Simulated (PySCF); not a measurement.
## Atomic charges against the basis set

Species: CH₇ClSi₂.
Numbering: `[SiH3:1][CH:2]([SiH3:3])[Cl:4]` (hydrogens: H5, H6, H7 on Si1; H8 on C2; H9, H10, H11 on Si3)

PBE0 throughout (PySCF), one geometry, spherical d and f functions. Isolated species at its PBE0-D3(BJ)/def2-SVP geometry, gas phase. Atoms taken as equivalent share a column and are averaged.

Mulliken charges (e):

```json
{"basis": "STO-3G", "functions": "39", "Si1/Si3": "+0.549", "C2": "-0.345", "Cl4": "-0.190", "H5 (×6)": "-0.109", "H8": "+0.092"}
{"basis": "6-31G", "functions": "62", "Si1/Si3": "+0.593", "C2": "-0.953", "Cl4": "+0.027", "H5 (×6)": "-0.088", "H8": "+0.271"}
{"basis": "pcSseg-0", "functions": "62", "Si1/Si3": "+0.591", "C2": "-1.348", "Cl4": "-0.002", "H5 (×6)": "-0.030", "H8": "+0.351"}
{"basis": "6-31G*", "functions": "82", "Si1/Si3": "+0.393", "C2": "-0.694", "Cl4": "-0.046", "H5 (×6)": "-0.050", "H8": "+0.252"}
{"basis": "cc-pVDZ", "functions": "103", "Si1/Si3": "+0.276", "C2": "-0.403", "Cl4": "-0.091", "H5 (×6)": "-0.029", "H8": "+0.118"}
{"basis": "def2-SVP", "functions": "103", "Si1/Si3": "+0.406", "C2": "-0.515", "Cl4": "-0.126", "H5 (×6)": "-0.052", "H8": "+0.141"}
{"basis": "aug-cc-pVDZ", "functions": "167", "Si1/Si3": "-0.563", "C2": "-0.238", "Cl4": "-0.181", "H5 (×6)": "+0.285", "H8": "-0.164"}
{"basis": "6-311+G(2d,p)", "functions": "174", "Si1/Si3": "+0.320", "C2": "-0.546", "Cl4": "-0.007", "H5 (×6)": "-0.046", "H8": "+0.192"}
{"basis": "def2-TZVP", "functions": "184", "Si1/Si3": "+0.129", "C2": "-0.207", "Cl4": "-0.144", "H5 (×6)": "-0.009", "H8": "+0.148"}
{"basis": "cc-pVTZ", "functions": "230", "Si1/Si3": "+0.176", "C2": "-0.257", "Cl4": "-0.143", "H5 (×6)": "-0.013", "H8": "+0.128"}
{"basis": "IGLO-III", "functions": "237", "Si1/Si3": "+0.721", "C2": "-0.646", "Cl4": "-0.021", "H5 (×6)": "-0.157", "H8": "+0.167"}
```

IAO charges (e):

| basis | functions | Si1/Si3 | C2 | Cl4 | H5 (×6) | H8 |
| --- | --- | --- | --- | --- | --- | --- |
| STO-3G | 39 | +0.634 | -0.614 | -0.098 | -0.116 | +0.141 |
| 6-31G | 62 | +0.458 | -0.603 | -0.095 | -0.067 | +0.187 |
| pcSseg-0 | 62 | +0.452 | -0.638 | -0.081 | -0.063 | +0.190 |
| 6-31G* | 82 | +0.583 | -0.636 | -0.092 | -0.103 | +0.177 |
| cc-pVDZ | 103 | +0.576 | -0.624 | -0.095 | -0.102 | +0.176 |
| def2-SVP | 103 | +0.597 | -0.633 | -0.086 | -0.108 | +0.173 |
| aug-cc-pVDZ | 167 | +0.577 | -0.623 | -0.100 | -0.101 | +0.177 |
| 6-311+G(2d,p) | 174 | +0.609 | -0.647 | -0.095 | -0.109 | +0.180 |
| def2-TZVP | 184 | +0.619 | -0.654 | -0.091 | -0.112 | +0.179 |
| cc-pVTZ | 230 | +0.604 | -0.645 | -0.094 | -0.108 | +0.180 |
| IGLO-III | 237 | +0.618 | -0.652 | -0.090 | -0.112 | +0.179 |

Hirshfeld charges (e):

```csv
basis,functions,Si1/Si3,C2,Cl4,H5 (×6),H8
STO-3G,39,+0.355,-0.059,-0.213,-0.076,+0.021
6-31G,62,+0.276,-0.152,-0.071,-0.064,+0.057
pcSseg-0,62,+0.293,-0.149,-0.066,-0.068,+0.039
6-31G*,82,+0.280,-0.148,-0.069,-0.067,+0.061
cc-pVDZ,103,+0.293,-0.158,-0.049,-0.072,+0.051
def2-SVP,103,+0.297,-0.160,-0.039,-0.074,+0.048
aug-cc-pVDZ,167,+0.294,-0.182,-0.036,-0.070,+0.051
"6-311+G(2d,p)",174,+0.298,-0.181,-0.040,-0.071,+0.051
def2-TZVP,184,+0.293,-0.176,-0.040,-0.071,+0.053
cc-pVTZ,230,+0.292,-0.172,-0.043,-0.070,+0.053
IGLO-III,237,+0.288,-0.177,-0.028,-0.070,+0.050
```

Task: Which scheme is steadiest as the basis changes?

Result: Largest range over the bases for any column: IAO 0.18 e, Hirshfeld 0.18 e, Mulliken 1.28 e. IAO and Hirshfeld charges move least and Mulliken charges most, counted in e. Without the minimal STO-3G basis the ranges are IAO 0.17, Hirshfeld 0.04, Mulliken 1.28 e.

Task: How much do the charges still move between the two largest bases, cc-pVTZ and IGLO-III?

Result: At most, over all atoms: Mulliken 0.545 e, IAO 0.014 e, Hirshfeld 0.014 e.

Task: What do the same runs give for the total energy, the frontier levels and the dipole moment?

Result: 
```
        basis  energy (Eh)  HOMO (eV)  LUMO (eV)  μ (D)
       STO-3G   -1068.8957      -5.79       4.37   2.33
        6-31G   -1080.8850      -8.02      -0.02   1.91
     pcSseg-0   -1079.7171      -8.16      -0.16   1.82
       6-31G*   -1080.9753      -7.99      -0.13   1.62
      cc-pVDZ   -1081.0349      -7.99      -0.11   1.40
     def2-SVP   -1080.6788      -7.96      -0.02   1.31
  aug-cc-pVDZ   -1081.0423      -8.08      -0.51   1.47
6-311+G(2d,p)   -1081.0790      -8.10      -0.55   1.47
    def2-TZVP   -1081.0848      -8.05      -0.38   1.39
      cc-pVTZ   -1081.0946      -8.06      -0.34   1.40
     IGLO-III   -1081.0831      -8.01      -0.31   1.26
```

The dipole is fixed by the density alone, so its range of 1.07 D shows that the density itself changes with the basis, not only its division among atoms.
